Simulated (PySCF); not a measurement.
SMILES [CH3][Al]([CH3])[CH2]C[Si](F)(F)F (C₄H₁₀AlF₃Si) (GFN2-xTB optimised geometry):

```
19

Si    -2.868     1.259     0.000
F     -3.577     2.684     0.000
F     -3.510     0.513     1.249
F     -3.512     0.517    -1.250
C     -0.994     1.259     0.000
C     -0.404    -0.176    -0.042
Al     1.610    -0.142     0.067
C      2.604    -1.824    -0.298
C      2.488     1.580     0.550
H     -0.613     1.772     0.887
H     -0.613     1.822    -0.856
H     -0.837    -0.762     0.781
H     -0.756    -0.682    -0.952
H      3.198    -1.773    -1.217
H      3.309    -2.070     0.503
H      1.933    -2.684    -0.405
H      2.205     2.418    -0.096
H      2.271     1.901     1.575
H      3.577     1.484     0.481
```

Calculation: PBE0/def2-SVP in PySCF.

### Question
What are the frontier orbital energies and the dipole moment?

### Answer
HOMO-2 -9.99 eV, HOMO-1 -8.02 eV, HOMO -7.48 eV, LUMO -0.92 eV, LUMO+1 0.22 eV; dipole moment 3.92 D.

Meta-Löwdin charges at PBE0/def2-SVP: Si1 1.53, F2 -0.46, F3 -0.46, F4 -0.46, C5 -0.43, C6 -0.46, Al7 0.83, C8 -0.60, C9 -0.61, H10 0.12, H11 0.12, H12 0.11, H13 0.11, H14 0.12, H15 0.11, H16 0.11, H17 0.11, H18 0.12, H19 0.11.
